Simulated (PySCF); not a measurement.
PySCF input for Si(H)(Me)(OMe)(NH2) (C2H9NOSi), SMILES [SiH](N)(OC)C, B3LYP/pcSseg-1. The structure is a stationary point at B3LYP-D3(BJ)/def2-SVP. The values are those of a single conformer.

```python
import numpy as np
from pyscf import gto, scf, dft
from pyscf.prop.nmr import rks as nmr

mol = gto.M(
    atom='''
    Si    0.32825583    0.10838378   -0.43964325
    C     1.89335883   -0.89364271   -0.27988868
    N     0.55133637    1.69961435    0.19860736
    O    -0.83425427   -0.79678737    0.36337534
    C    -2.16047059   -0.37201322    0.54590183
    H    -0.10824759    0.31539381   -1.85300251
    H     1.73715411   -1.92346338   -0.63714017
    H     2.20756053   -0.95092026    0.77532621
    H     2.71227183   -0.43892557   -0.85855710
    H    -0.01558079    2.48016009   -0.11459913
    H     0.90120685    1.85216310    1.13943728
    H    -2.72627107   -0.35690083   -0.40636300
    H    -2.67228366   -1.06700782    1.23123020
    H    -2.21404149    0.64306216    0.98534038
    ''',
    basis='pcSseg-1',
    charge=0,
    spin=0,
    max_memory=1600,
    verbose=3,
)
mf = dft.RKS(mol, xc='b3lyp')
mf.grids.level = 3
mf.conv_tol = 1e-10
mf.max_cycle = 100
mf.kernel()
n = nmr.NMR(mf)
n.verbose = 2
n.max_cycle_cphf = 60
sigma = n.kernel()
print('atom   isotropic/ppm   span/ppm')
for i, s in enumerate(sigma):
    w = np.linalg.eigvalsh((s + s.T) / 2)
    print(f'{mol.atom_symbol(i):2s}{i + 1:3d} {w.mean():14.3f} {w[2] - w[0]:11.3f}')
```

Output:

```
converged SCF energy = -501.167314850844
atom   isotropic/ppm   span/ppm
Si  1        356.312      78.346
C   2        181.269      16.390
N   3        235.945      59.335
O   4        284.412     120.311
C   5        126.920      79.111
H   6         26.888       7.994
H   7         31.157      11.086
H   8         31.167       9.253
H   9         31.415      11.003
H  10         30.401      16.994
H  11         31.066      16.760
H  12         27.914      10.303
H  13         27.685      10.559
H  14         27.709      10.194
```

The run converged.
